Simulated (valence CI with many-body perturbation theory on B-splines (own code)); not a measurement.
Sr VIII in three bases

Method: relativistic CI+MBPT: three valence electrons over a frozen Dirac-Fock core [Ar] 3d10, radial functions for each j: 9 s, 9 p, 8 d, 6 f, 3 g, 1 h, with the one-electron correlation potential Σ1, the two-electron term Σ2, the three-electron term Σ3, Breit, model QED; selected CI, second order for the rest, scaled by the run's own slope (own B-spline code, finite nucleus).

Against 9 measured levels this calculation errs by 135 cm⁻¹ on average and by 217 at most. These come from a selection out of Sansonetti, J. Phys. Chem. Ref. Data 41, 013102 (2012). Levels without a partner in it may be off by more.

The reference run has the lowest level 4s²4p ²P°_1/2 and an ionisation energy of 121.707 eV. Its largest variational space holds 10467 state functions.

Names give the largest LS component (configuration and term), which can be under half, so a name can repeat, a term be missing and a line seem to break the LS rules; names also repeat where a configuration has a term twice. Letters in brackets count levels of one name in rising energy.

Changed runs:
A. basis 6 s, 6 p, 5 d, 3 f, 1 g
B. basis 5 s, 5 p, 4 d, 2 f

Excitation energies of the reference run in cm⁻¹, and shifts in cm⁻¹:

```tsv
Level	Reference	A	B
4s²4p ²P°_3/2	13191	-3.4	-6.8
4s4p² ⁴P_1/2	136792	-104	-301
4s4p² ⁴P_3/2	142513	-109	-315
4s4p² ⁴P_5/2	149146	-105	-301
4s4p² ²D_3/2	179987	+13	+86
4s4p² ²D_5/2	182071	+8.9	+72
4s4p² ²S_1/2	211526	+126	+444
4s4p² ²P_1/2	226026	+111	+396
4s4p² ²P_3/2	230719	+95	+342
4s²4d ²D_3/2	289484	+135	+633
4s²4d ²D_5/2	291194	+133	+629
4p³ ⁴S°_3/2 [a]	347034	-61	-176
Ionisation energy (eV)	121.707	-0.013	-0.039
```
